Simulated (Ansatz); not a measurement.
Frontier orbitals of CH₂FNSi, SMILES `F[SiH]1C=N1`.

The species carries charge 0 and has multiplicity 1. The geometry is a stationary point of PBE0-D4/def2-TZVP. Basis def2-TZVPP, Ansatz.

```
functional  HOMO (eV)  LUMO (eV)
   LC-ωPBE      -9.66       1.37
```

Give HOMO and LUMO (eV) with LDA (SPW92), PBE, revPBE, BLYP, r2SCAN, B97M-V, PBE0, B3LYP, r2SCANh, r2SCAN0, HSE06 (plane-wave form), BHLYP, CAM-B3LYP, ωB97X-V, ωB97M-V, HF. (Estimate.)

The calculation gave: 
| functional | HOMO | LUMO |
| --- | --- | --- |
| LDA (SPW92) | -5.85 | -2.62 |
| PBE | -5.70 | -2.35 |
| revPBE | -5.64 | -2.25 |
| BLYP | -5.58 | -2.18 |
| r2SCAN | -5.92 | -2.11 |
| B97M-V | -5.99 | -1.97 |
| PBE0 | -6.98 | -1.15 |
| B3LYP | -6.77 | -1.40 |
| r2SCANh | -6.40 | -1.67 |
| r2SCAN0 | -7.13 | -1.02 |
| HSE06 (plane-wave form) | -6.57 | -1.54 |
| BHLYP | -8.18 | 0.13 |
| CAM-B3LYP | -8.34 | 0.12 |
| ωB97X-V | -9.31 | 1.29 |
| ωB97M-V | -9.20 | 1.18 |
| HF | -10.07 | 2.83 |

B3LYP here is the variant with VWN-RPA as its local correlation; programs differ in this. LC-ωPBE has ω = 0.4 bohr⁻¹. Positive LUMOs are unbound and depend on the basis.
